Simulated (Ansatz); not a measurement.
C3H7BOSi, SMILES `CC#CB(O)[SiH3]`, charge 0, multiplicity 1.

Question: Give a relaxed structure at PBE0-D4/def2-TZVP (Ansatz 0.2.0). (Best estimate.)

Answer: Computed: 
```xyz
13

C    -0.7862   -0.7848   -2.7005
C    -0.5680   -0.5532   -1.2898
C    -0.3883   -0.3588   -0.1079
B    -0.0917   -0.0500    1.3504
O    -0.7826   -0.6480    2.3544
Si    1.3636    1.2822    1.8256
H    -0.9059   -1.8512   -2.9074
H     0.0496   -0.4096   -3.2957
H    -1.6948   -0.2757   -3.0330
H    -1.4507   -1.2616    2.0301
H     2.6685    0.8351    1.2596
H     1.5301    1.4657    3.2936
H     1.0564    2.6099    1.2205
```
This is one stationary point; other conformers may exist.
